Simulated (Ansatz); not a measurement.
Program: Ansatz. Geometries: PBE0-D4/def2-TZVP. ΔE: electronic, gas phase. CBS: MP2 limit from def2 TZ/QZ plus the TZ coupled-cluster correction, frozen cores. This one scheme is used for every species. DFT in def2-TZVPP. Each species was taken in one conformer, which may not be the lowest.

Reaction (substitution at a C–C bond): `CC([SiH3])CO` + `C=N` → `C=NCO` + `CC[SiH3]`

```json
{"level": "PBE-D4", "ΔE (kJ/mol)": "-7.1", "difference from CCSD(T)/CBS": "-8.0"}
{"level": "r2SCAN-D4", "ΔE (kJ/mol)": "-6.5", "difference from CCSD(T)/CBS": "-7.4"}
{"level": "ωB97X-V", "ΔE (kJ/mol)": "-3.3", "difference from CCSD(T)/CBS": "-4.2"}
{"level": "ωB97M-V", "ΔE (kJ/mol)": "-1.5", "difference from CCSD(T)/CBS": "-2.4"}
{"level": "B2PLYP", "ΔE (kJ/mol)": "-7.7", "difference from CCSD(T)/CBS": "-8.6"}
{"level": "PBE", "ΔE (kJ/mol)": "-11.2", "difference from CCSD(T)/CBS": "-12.1"}
{"level": "PBE0", "ΔE (kJ/mol)": "-9.1", "difference from CCSD(T)/CBS": "-10.0"}
{"level": "SCS-MP2/def2-TZVPP", "ΔE (kJ/mol)": "-1.8", "difference from CCSD(T)/CBS": "-2.7"}
{"level": "CCSD/def2-TZVPP", "ΔE (kJ/mol)": "-1.2", "difference from CCSD(T)/CBS": "-2.1"}
{"level": "CCSD/CBS(def2)", "ΔE (kJ/mol)": "0.1", "difference from CCSD(T)/CBS": "-0.8"}
{"level": "CCSD(T)/CBS", "ΔE (kJ/mol)": "0.9", "difference from CCSD(T)/CBS": "0"}
```

Largest T1 diagnostic among the species: 0.012.

In def2-TZVPP, CCSD(T) changes the Hartree–Fock value by +12.0 kJ/mol (the triples alone add +0.8 kJ/mol) and MP2 by +12.8 kJ/mol. The D4 term adds +6.4 kJ/mol with B3LYP and +3.7 kJ/mol with PBE0; it sums over pairs of atoms, weighted by their polarisabilities, and B3LYP, whose exchange is more repulsive, gets the larger term.

B3LYP here is the variant with VWN-RPA as its local correlation; programs differ in this.
